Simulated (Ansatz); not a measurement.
Relaxation of Si6O⁺ with UKS r2SCAN-D4/def2-SVP.

```sh
$ ansatz run in.yaml --threads 4 --pin off --events-out ev --progress --plain --max-ram 4787MiB
```

```yaml
crystal:
  periodic: [false, false, false]
  atoms:
    - {symbol: O, position_ang: [2.555240, 1.811290, 0.831000]}
    - {symbol: Si, position_ang: [-1.069620, -0.961370, -0.088360]}
    - {symbol: Si, position_ang: [2.775490, 2.917580, -0.268460]}
    - {symbol: Si, position_ang: [0.627760, -0.395430, 1.227090]}
    - {symbol: Si, position_ang: [-4.484320, -2.307850, -2.516390]}
    - {symbol: Si, position_ang: [2.405210, 0.641950, 2.065980]}
    - {symbol: Si, position_ang: [-2.809760, -1.706170, -1.250860]}
basis:
  gaussian: {orbitals: def2-SVP}
total_charge: 1
magnetization: {spin_polarized: true, initial_magnetization: 1}
hamiltonian: {xc: r2scan, dispersion: d4}
scf: {lower_state_search: "off"}
output: {orbitals: {seedname: orbitals}}
relax: {f_tol: 0.02, max_steps: 100}
```

Run time 3.6 min (4 threads of Arm Neoverse V2 on a shared host).

Positions (Å) and forces (eV/Å) at steps 1, 2, 3, 4, 5, 6, 7, 8, 9, 10, 11, 12, 13, 14, 15, 16, 17, 18, 19, 20, 21, 22, 23, 24, 25, 26, 27, 28, 29, 30, 31, 32, 33, 34, 35, 36, 37, 38, 39 of 52:

```xyz
7
step=1 energy=-49278.6418 eV
O     2.555    1.811    0.831   -0.084    0.561   -0.792
Si   -1.070   -0.961   -0.088    0.118    0.120   -0.010
Si    2.775    2.918   -0.268    0.234    0.618   -0.468
Si    0.628   -0.395    1.227   -1.726   -0.956   -0.877
Si   -4.484   -2.308   -2.516   -0.239   -0.073   -0.197
Si    2.405    0.642    2.066    0.773   -0.563    1.600
Si   -2.810   -1.706   -1.251    0.925    0.293    0.743
7
step=2 energy=-49278.8279 eV
O     2.603    1.864    0.823   -0.214    0.353   -0.696
Si   -1.105   -0.963   -0.128    0.074    0.162   -0.110
Si    2.930    3.024   -0.214    0.112    0.117    0.000
Si    0.528   -0.467    1.196   -0.506   -0.250   -0.292
Si   -4.500   -2.343   -2.492   -0.079   -0.011   -0.080
Si    2.359    0.630    2.025    0.426   -0.350    0.931
Si   -2.815   -1.745   -1.210    0.186   -0.021    0.247
7
step=3 energy=-49278.9005 eV
O     2.527    1.800    0.807    0.022    0.420   -0.499
Si   -1.048   -0.859   -0.185    0.126    0.228   -0.128
Si    2.773    2.937   -0.292    0.001   -0.307    0.385
Si    0.533   -0.461    1.196    0.070   -0.112    0.220
Si   -4.443   -2.298   -2.481    0.049    0.036    0.015
Si    2.413    0.601    2.123   -0.096   -0.087   -0.002
Si   -2.755   -1.720   -1.169   -0.172   -0.177    0.010
7
step=4 energy=-49278.9993 eV
O     2.482    1.788    0.765   -0.159   -0.389    0.283
Si   -1.006   -0.727   -0.302    0.096    0.273   -0.220
Si    2.778    2.929   -0.275    0.130    0.332   -0.250
Si    0.491   -0.517    1.217    0.124   -0.082    0.249
Si   -4.377   -2.250   -2.458    0.009    0.024   -0.020
Si    2.362    0.568    2.105   -0.046    0.044   -0.107
Si   -2.730   -1.792   -1.052   -0.153   -0.202    0.065
7
step=5 energy=-49279.0659 eV
O     2.437    1.770    0.731   -0.240   -0.686    0.556
Si   -0.963   -0.585   -0.428   -0.125   -0.065   -0.069
Si    2.784    2.928   -0.263    0.156    0.448   -0.361
Si    0.445   -0.575    1.236   -0.093   -0.013   -0.094
Si   -4.314   -2.211   -2.430    0.107    0.039    0.079
Si    2.313    0.533    2.090    0.027    0.182   -0.194
Si   -2.702   -1.859   -0.935    0.167    0.096    0.082
7
step=6 energy=-49279.0975 eV
O     2.324    1.685    0.703    0.113    0.210   -0.122
Si   -0.937   -0.454   -0.560   -0.013   -0.012   -0.001
Si    2.796    2.898   -0.211   -0.051    0.028   -0.091
Si    0.363   -0.597    1.185    0.037    0.075   -0.043
Si   -4.195   -2.178   -2.330   -0.023   -0.005   -0.022
Si    2.252    0.509    2.031   -0.073   -0.284    0.252
Si   -2.604   -1.863   -0.818    0.011   -0.012    0.027
7
step=7 energy=-49279.1183 eV
O     2.410    1.706    0.762   -0.037   -0.017   -0.035
Si   -0.900   -0.532   -0.656   -0.008    0.025   -0.003
Si    2.771    2.941   -0.166    0.018    0.028   -0.003
Si    0.269   -0.421    1.182   -0.036    0.026   -0.009
Si   -4.195   -2.254   -2.331    0.001   -0.012   -0.007
Si    2.316    0.389    1.980    0.035   -0.048    0.039
Si   -2.672   -1.831   -0.770    0.027   -0.002    0.019
7
step=8 energy=-49279.1236 eV
O     2.436    1.689    0.777   -0.028   -0.092    0.029
Si   -0.892   -0.514   -0.719    0.022   -0.006    0.161
Si    2.759    2.956   -0.123    0.021   -0.006    0.032
Si    0.182   -0.300    1.188   -0.004    0.013   -0.085
Si   -4.160   -2.307   -2.315    0.021   -0.016    0.022
Si    2.350    0.295    1.922   -0.115    0.045   -0.141
Si   -2.676   -1.819   -0.730    0.082    0.062   -0.018
7
step=9 energy=-49279.1329 eV
O     2.443    1.668    0.757   -0.033   -0.035    0.040
Si   -0.912   -0.447   -0.717    0.010   -0.013    0.125
Si    2.788    2.968   -0.091   -0.009   -0.106    0.068
Si    0.126   -0.266    1.210    0.056    0.060   -0.061
Si   -4.134   -2.359   -2.298    0.042   -0.011    0.048
Si    2.339    0.248    1.870   -0.088    0.067   -0.158
Si   -2.649   -1.812   -0.731    0.021    0.038   -0.062
7
step=10 energy=-49279.1449 eV
O     2.437    1.590    0.731    0.176    0.206    0.014
Si   -0.966   -0.258   -0.680   -0.077   -0.053   -0.096
Si    2.803    2.951   -0.024   -0.087   -0.313    0.130
Si    0.033   -0.099    1.254    0.241   -0.053    0.196
Si   -4.081   -2.520   -2.257    0.170    0.052    0.173
Si    2.355    0.106    1.753   -0.361    0.124   -0.274
Si   -2.581   -1.769   -0.776   -0.063    0.037   -0.144
7
step=11 energy=-49279.1362 eV rejected
O     2.408    1.648    0.790    0.282   -0.172   -0.155
Si   -0.971   -0.180   -0.676   -0.068    0.000   -0.075
Si    2.905    2.944   -0.009   -0.239   -0.368    0.326
Si   -0.068   -0.076    1.314    0.414    0.008    0.149
Si   -4.040   -2.626   -2.214    0.231    0.098    0.222
Si    2.320    0.007    1.592   -0.455    0.493   -0.251
Si   -2.554   -1.717   -0.796   -0.166   -0.060   -0.215
7
step=12 energy=-49279.1693 eV
O     2.408    1.581    0.728    0.091   -0.058    0.099
Si   -0.919   -0.223   -0.707   -0.034    0.002   -0.023
Si    2.797    2.940   -0.003   -0.043   -0.068    0.011
Si   -0.007   -0.090    1.280    0.058    0.001    0.072
Si   -4.039   -2.552   -2.204    0.082    0.010    0.088
Si    2.312    0.054    1.684   -0.121    0.107   -0.156
Si   -2.551   -1.711   -0.777   -0.033    0.006   -0.091
7
step=13 energy=-49279.1848 eV
O     2.394    1.556    0.722    0.082   -0.155    0.123
Si   -0.913   -0.143   -0.703   -0.009    0.023    0.003
Si    2.799    2.923    0.020   -0.030    0.029   -0.031
Si   -0.048   -0.050    1.313   -0.011    0.003    0.028
Si   -4.002   -2.617   -2.158    0.085    0.018    0.083
Si    2.285   -0.007    1.613   -0.073    0.100   -0.125
Si   -2.514   -1.662   -0.808   -0.043   -0.019   -0.081
7
step=14 energy=-49279.2085 eV
O     2.383    1.498    0.688    0.093   -0.030    0.114
Si   -0.906   -0.020   -0.697   -0.004    0.003    0.035
Si    2.797    2.906    0.069   -0.057   -0.063   -0.013
Si   -0.120    0.010    1.364   -0.031    0.030   -0.016
Si   -3.936   -2.706   -2.083    0.145    0.075    0.123
Si    2.230   -0.092    1.507   -0.061    0.049   -0.131
Si   -2.448   -1.597   -0.848   -0.085   -0.065   -0.111
7
step=15 energy=-49279.2363 eV
O     2.361    1.449    0.680    0.167   -0.022    0.030
Si   -0.900    0.091   -0.692    0.006    0.004    0.030
Si    2.795    2.879    0.122   -0.090   -0.133    0.036
Si   -0.194    0.115    1.410    0.082   -0.056   -0.013
Si   -3.854   -2.780   -2.002    0.177    0.121    0.134
Si    2.165   -0.203    1.359   -0.264    0.167   -0.128
Si   -2.373   -1.550   -0.877   -0.077   -0.081   -0.090
7
step=16 energy=-49279.2729 eV
O     2.342    1.409    0.643    0.078    0.013    0.030
Si   -0.877    0.188   -0.685   -0.019   -0.003    0.034
Si    2.818    2.854    0.157   -0.114   -0.246    0.070
Si   -0.297    0.135    1.465    0.134    0.028   -0.024
Si   -3.753   -2.802   -1.924    0.097    0.058    0.077
Si    2.045   -0.268    1.217   -0.190    0.181   -0.132
Si   -2.278   -1.517   -0.873    0.014   -0.032   -0.054
7
step=17 energy=-49279.3163 eV
O     2.295    1.348    0.611    0.140    0.089   -0.014
Si   -0.856    0.280   -0.670   -0.005   -0.050    0.038
Si    2.791    2.809    0.199   -0.117   -0.301    0.081
Si   -0.347    0.227    1.508    0.083   -0.046   -0.028
Si   -3.660   -2.808   -1.849    0.045    0.021    0.042
Si    1.935   -0.354    1.077   -0.249    0.234   -0.128
Si   -2.158   -1.502   -0.876    0.102    0.053    0.008
7
step=18 energy=-49279.3750 eV
O     2.265    1.324    0.576    0.061    0.116   -0.017
Si   -0.815    0.323   -0.653    0.030   -0.045    0.028
Si    2.818    2.780    0.237   -0.081   -0.271    0.065
Si   -0.423    0.251    1.555    0.005   -0.003    0.023
Si   -3.593   -2.795   -1.788   -0.041   -0.055   -0.001
Si    1.800   -0.379    0.939   -0.180    0.139   -0.152
Si   -2.051   -1.503   -0.865    0.207    0.121    0.054
7
step=19 energy=-49279.4517 eV
O     2.229    1.302    0.540    0.024    0.193   -0.020
Si   -0.765    0.356   -0.632    0.067   -0.079    0.019
Si    2.842    2.745    0.274   -0.050   -0.264    0.056
Si   -0.493    0.277    1.603   -0.052   -0.006    0.046
Si   -3.537   -2.784   -1.731   -0.046   -0.059    0.007
Si    1.667   -0.394    0.803   -0.171    0.062   -0.178
Si   -1.943   -1.503   -0.859    0.229    0.153    0.069
7
step=20 energy=-49279.5289 eV
O     2.189    1.283    0.506    0.012    0.262    0.005
Si   -0.715    0.395   -0.620    0.028   -0.068   -0.035
Si    2.873    2.703    0.317   -0.043   -0.292    0.048
Si   -0.573    0.287    1.638   -0.096   -0.038    0.014
Si   -3.474   -2.771   -1.660   -0.002   -0.021    0.038
Si    1.528   -0.400    0.664   -0.025    0.035   -0.139
Si   -1.828   -1.497   -0.844    0.126    0.121    0.068
7
step=21 energy=-49279.6023 eV
O     2.162    1.284    0.494   -0.062    0.204    0.021
Si   -0.661    0.446   -0.693    0.062    0.086   -0.221
Si    2.928    2.668    0.417   -0.039   -0.271    0.042
Si   -0.697    0.220    1.580   -0.213   -0.194   -0.043
Si   -3.412   -2.764   -1.528    0.081    0.056    0.089
Si    1.420   -0.390    0.504    0.304    0.101   -0.044
Si   -1.741   -1.466   -0.773   -0.133    0.018    0.157
7
step=22 energy=-49279.7968 eV
O     2.156    1.301    0.499   -0.047    0.199   -0.016
Si   -0.598    0.476   -0.794    0.306   -0.100   -0.293
Si    2.956    2.665    0.482   -0.051   -0.256    0.055
Si   -0.807    0.092    1.482   -0.338   -0.536   -0.225
Si   -3.371   -2.748   -1.437    0.022    0.036    0.070
Si    1.409   -0.375    0.432    0.206    0.324   -0.065
Si   -1.745   -1.411   -0.664   -0.098    0.334    0.474
7
step=23 energy=-49280.1367 eV
O     2.148    1.327    0.498    0.028    0.194   -0.007
Si   -0.512    0.466   -0.875    0.523   -0.416   -0.289
Si    2.977    2.671    0.521   -0.033   -0.179    0.065
Si   -0.904   -0.052    1.395   -0.237   -0.715   -0.228
Si   -3.342   -2.727   -1.381   -0.019    0.040    0.035
Si    1.411   -0.346    0.389   -0.038    0.589   -0.100
Si   -1.778   -1.341   -0.547   -0.224    0.487    0.524
7
step=24 energy=-49280.5115 eV
O     2.148    1.388    0.502    0.074    0.153    0.056
Si   -0.384    0.368   -0.968   -0.002   -0.339   -0.598
Si    3.018    2.703    0.574   -0.067   -0.148    0.047
Si   -0.965   -0.226    1.333    0.623   -0.118    0.566
Si   -3.341   -2.711   -1.337   -0.112   -0.060   -0.060
Si    1.407   -0.273    0.347   -0.106    0.384    0.291
Si   -1.883   -1.248   -0.450   -0.410    0.128   -0.303
7
step=25 energy=-49280.7872 eV
O     2.144    1.441    0.530   -0.108   -0.017    0.083
Si   -0.342    0.234   -1.104   -0.084   -0.338   -0.183
Si    3.048    2.729    0.603    0.033    0.023    0.038
Si   -0.841   -0.319    1.357    0.230   -0.178   -0.109
Si   -3.378   -2.724   -1.346   -0.035   -0.056   -0.007
Si    1.373   -0.192    0.400   -0.096    0.156    0.070
Si   -2.004   -1.169   -0.441    0.060    0.408    0.109
7
step=26 energy=-49280.8633 eV
O     2.110    1.463    0.565   -0.172   -0.067    0.061
Si   -0.303    0.096   -1.242   -0.039   -0.136    0.273
Si    3.030    2.738    0.655    0.058    0.073    0.041
Si   -0.735   -0.397    1.333   -0.381    0.027   -0.086
Si   -3.352   -2.718   -1.311    0.092    0.047    0.086
Si    1.345   -0.158    0.396    0.537   -0.004   -0.325
Si   -2.094   -1.023   -0.396   -0.095    0.059   -0.049
7
step=27 energy=-49280.9039 eV
O     2.124    1.439    0.564    0.483    0.854    0.192
Si   -0.329    0.077   -1.310   -0.046   -0.032   -0.037
Si    3.040    2.729    0.848   -0.656   -0.947   -0.203
Si   -0.732   -0.331    1.219   -0.193   -0.045    0.077
Si   -3.304   -2.815   -1.142    0.082    0.040    0.046
Si    1.375   -0.168    0.262    0.336    0.034   -0.061
Si   -2.174   -0.931   -0.440   -0.008    0.095   -0.013
7
step=28 energy=-49280.9462 eV
O     2.080    1.406    0.560    0.299    0.504    0.093
Si   -0.285    0.031   -1.337   -0.127   -0.024    0.012
Si    2.911    2.726    0.871   -0.284   -0.459   -0.102
Si   -0.690   -0.343    1.207   -0.158   -0.067   -0.096
Si   -3.250   -2.764   -1.082    0.050   -0.029    0.019
Si    1.434   -0.236    0.224    0.108   -0.069    0.024
Si   -2.199   -0.819   -0.442    0.112    0.144    0.050
7
step=29 energy=-49280.9733 eV
O     2.065    1.379    0.550   -0.026   -0.062   -0.011
Si   -0.297    0.025   -1.353   -0.086   -0.006    0.039
Si    2.865    2.691    0.889    0.056    0.096    0.020
Si   -0.710   -0.376    1.178   -0.023    0.000   -0.106
Si   -3.091   -2.775   -1.006    0.152    0.196    0.065
Si    1.449   -0.282    0.202   -0.151   -0.099   -0.002
Si   -2.281   -0.662   -0.459    0.079   -0.126   -0.005
7
step=30 energy=-49280.9992 eV
O     2.044    1.335    0.538    0.004   -0.133    0.001
Si   -0.332    0.056   -1.368   -0.015   -0.012    0.018
Si    2.851    2.637    0.897    0.062    0.111    0.019
Si   -0.744   -0.358    1.167    0.002   -0.002   -0.074
Si   -2.904   -2.777   -0.948    0.189    0.340    0.090
Si    1.412   -0.323    0.179   -0.172   -0.009   -0.018
Si   -2.328   -0.569   -0.465   -0.069   -0.295   -0.036
7
step=31 energy=-49281.0431 eV
O     2.035    1.303    0.536   -0.024   -0.174   -0.020
Si   -0.380    0.067   -1.382    0.037    0.061   -0.066
Si    2.869    2.588    0.899    0.041    0.070    0.011
Si   -0.788   -0.350    1.156    0.015    0.031    0.043
Si   -2.716   -2.755   -0.902    0.180    0.226    0.066
Si    1.360   -0.339    0.160   -0.106   -0.002   -0.001
Si   -2.380   -0.514   -0.467   -0.144   -0.212   -0.033
7
step=32 energy=-49281.0966 eV
O     2.021    1.262    0.529    0.022   -0.174   -0.015
Si   -0.423    0.099   -1.394    0.019    0.025   -0.065
Si    2.877    2.532    0.894    0.019    0.037    0.003
Si   -0.830   -0.323    1.156   -0.005   -0.002    0.045
Si   -2.526   -2.738   -0.861    0.213    0.322    0.088
Si    1.308   -0.363    0.145   -0.153    0.045   -0.010
Si   -2.428   -0.468   -0.469   -0.116   -0.254   -0.046
7
step=33 energy=-49281.1656 eV
O     2.011    1.227    0.522    0.024   -0.207   -0.024
Si   -0.465    0.114   -1.408    0.017    0.029   -0.074
Si    2.888    2.481    0.890    0.014    0.030    0.003
Si   -0.874   -0.316    1.156    0.008   -0.001    0.054
Si   -2.340   -2.697   -0.817    0.238    0.327    0.092
Si    1.256   -0.378    0.130   -0.205    0.055   -0.007
Si   -2.476   -0.430   -0.472   -0.095   -0.233   -0.044
7
step=34 energy=-49281.2487 eV
O     1.998    1.190    0.515    0.065   -0.217   -0.019
Si   -0.506    0.131   -1.424    0.017    0.016   -0.055
Si    2.897    2.429    0.884   -0.005    0.001   -0.006
Si   -0.916   -0.308    1.159    0.020   -0.010    0.037
Si   -2.156   -2.646   -0.774    0.260    0.311    0.092
Si    1.201   -0.393    0.116   -0.276    0.098   -0.008
Si   -2.517   -0.402   -0.476   -0.081   -0.198   -0.041
7
step=35 energy=-49281.3418 eV
O     1.988    1.155    0.507    0.107   -0.245   -0.015
Si   -0.547    0.146   -1.439    0.025    0.008   -0.021
Si    2.911    2.375    0.878   -0.019   -0.013   -0.010
Si   -0.960   -0.303    1.162    0.043   -0.010    0.008
Si   -1.975   -2.588   -0.731    0.263    0.279    0.091
Si    1.141   -0.400    0.104   -0.345    0.158   -0.010
Si   -2.557   -0.385   -0.481   -0.075   -0.176   -0.042
7
step=36 energy=-49281.4393 eV
O     1.981    1.120    0.500    0.155   -0.275   -0.010
Si   -0.591    0.166   -1.452    0.034    0.019    0.015
Si    2.933    2.318    0.873   -0.029   -0.023   -0.014
Si   -1.004   -0.294    1.164    0.070    0.007   -0.016
Si   -1.798   -2.529   -0.688    0.243    0.225    0.083
Si    1.075   -0.397    0.092   -0.399    0.224   -0.008
Si   -2.595   -0.383   -0.488   -0.075   -0.177   -0.050
7
step=37 energy=-49281.5599 eV
O     1.991    1.080    0.495    0.185   -0.220    0.010
Si   -0.645    0.203   -1.468   -0.040    0.058    0.016
Si    2.981    2.249    0.869   -0.068   -0.094   -0.033
Si   -1.057   -0.274    1.169   -0.014    0.051   -0.010
Si   -1.614   -2.482   -0.644    0.260    0.207    0.086
Si    0.978   -0.361    0.081   -0.220    0.183   -0.006
Si   -2.633   -0.415   -0.503   -0.103   -0.186   -0.062
7
step=38 energy=-49281.6880 eV
O     2.010    1.030    0.490    0.150   -0.220    0.004
Si   -0.702    0.249   -1.466   -0.128    0.091   -0.045
Si    3.017    2.183    0.865   -0.042   -0.096   -0.029
Si   -1.108   -0.236    1.162   -0.137    0.069    0.034
Si   -1.433   -2.427   -0.599    0.280    0.205    0.086
Si    0.897   -0.333    0.070   -0.167    0.126   -0.017
Si   -2.681   -0.465   -0.522    0.044   -0.175   -0.033
7
step=39 energy=-49281.8329 eV
O     2.021    0.974    0.483    0.156   -0.185    0.007
Si   -0.763    0.308   -1.472   -0.146    0.088    0.014
Si    3.048    2.109    0.857   -0.026   -0.108   -0.028
Si   -1.167   -0.187    1.168   -0.154    0.096   -0.041
Si   -1.251   -2.371   -0.556    0.326    0.222    0.086
Si    0.814   -0.305    0.059   -0.172    0.058   -0.022
Si   -2.703   -0.528   -0.539    0.016   -0.172   -0.017
```

The relaxation made no stability test and no search for a lower SCF solution. The structure comes from a short search, and lower isomers may exist.
